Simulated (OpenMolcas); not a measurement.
Cr4+ in a ligand field

Cr4+ with 6 ligands (bromide) in octahedral coordination (Oh) at 2.46 Å. A charge of +0.333 e stands 3.2 Å behind each ligand. Ligand basis ANO-RCC-VDZP.
```
Cr    0.0000    0.0000    0.0000
Br    2.4600    0.0000    0.0000
Br    0.0000    2.4600    0.0000
Br   -2.4600    0.0000    0.0000
Br    0.0000   -2.4600    0.0000
Br    0.0000    0.0000    2.4600
Br    0.0000    0.0000   -2.4600
```

- Program: OpenMolcas 26.06
- Method: CASSCF
- Basis: ANO-RCC-VDZP [5s4p2d1f]
- Scalar Hamiltonian: DKH2, point nucleus
- Active space: 2 electrons in 5 orbitals (3d)
- State averaging: 2S+1 = 3 even, 10 roots; 2S+1 = 1 even, 15 roots
- Spin-orbit coupling: RASSI with atomic mean-field integrals over the reference wave functions

The lowest spin-free states (labels of O, the rotations of Oh), above the lowest:

| State | Degeneracy | E (cm-1) |
| --- | --- | --- |
| 3T1 | 3 | 0.0 |
| 2S+1 = 1 | 3 | 14193 |
| 3T2 | 3 | 14200 |
| 1E | 2 | 14738 |
| 3T1 | 3 | 24874 |
| 2S+1 = 1 | 3 | 26495 |
| 2S+1 = 1 | 3 | 29180 |
| 2S+1 = 1 | 1 | 30020 |
| 3A2 | 1 | 35060 |
| 1E | 2 | 44700 |
| 2S+1 = 1 | 1 | 58985 |

The lowest levels with spin-orbit coupling:

```
E (cm-1)  Degeneracy      2S+1
     0.0           2         3
     2.0           3         3
   348.3           3         3
   514.5           1         3
   14211           1         3
   14222           3  3 (68 %)
   14443           3  1 (68 %)
   14457           3         3
   14458           2         3
   14920           2         1
   24871           1         3
   24963           3         3
   25121           3         3
   25145           2         3
   26695           3         1
   29363           3         1
   30206           1         1
   35239           3         3
   44878           2         1
   59164           1         1
```

Powder χT (cm3 K/mol): 0.11 at 2 K, 0.147 at 10 K, 0.25 at 50 K, 0.378 at 100 K, 0.611 at 200 K, 0.783 at 300 K. The effective moment at 300 K is 2.828 √(χT) = 2.50 μB.

The lowest level has 2S+1 = 3, for which the spin-only value is χT = S(S+1) / 2 = 1.000 cm3 K/mol (g = 2). The computed 0.783 at 300 K differs by -0.217, through orbital momentum, spin-orbit coupling and any other state in reach. With a threefold ground state the orbital momentum is unquenched, so the spin-only value is not expected to hold.

Metal share of the active 3d orbitals (Löwdin): 67, 67, 94, 94, 94 %; Mulliken charge of the metal 0.53.

An orbital triplet at a regular site is open to Jahn-Teller coupling, which can distort the site and quench the lowest spin-orbit gaps and is left out. Without dynamic correlation the repulsion within the d shell is too large (B by tens of per cent), so at a given field states of lower spin stand too high. The least metal-like active orbital is 67 % on the metal (Löwdin) and no ligand orbital is active, so the numbers are rough. Ligand-to-metal charge-transfer states are missing. This ion would oxidise such ligands; the complex is a model and need not exist. With no ligand orbital active B as a rule stays too high, so bands that hang on it stand too high and its fall with covalency is understated. With metal d orbitals alone and no dynamic correlation the field as a rule comes out too small, by tens of per cent, by up to half for chloride and softer ligands. No measured value stands beside these numbers; the geometry was imposed, not optimised, and the real ion may take another.

The RASSCF and RASSI steps took 67 s on 1 thread of Arm Neoverse V1 (shared host); the integral step is not counted.

A state without a sure symmetry label is named by its multiplicity alone.
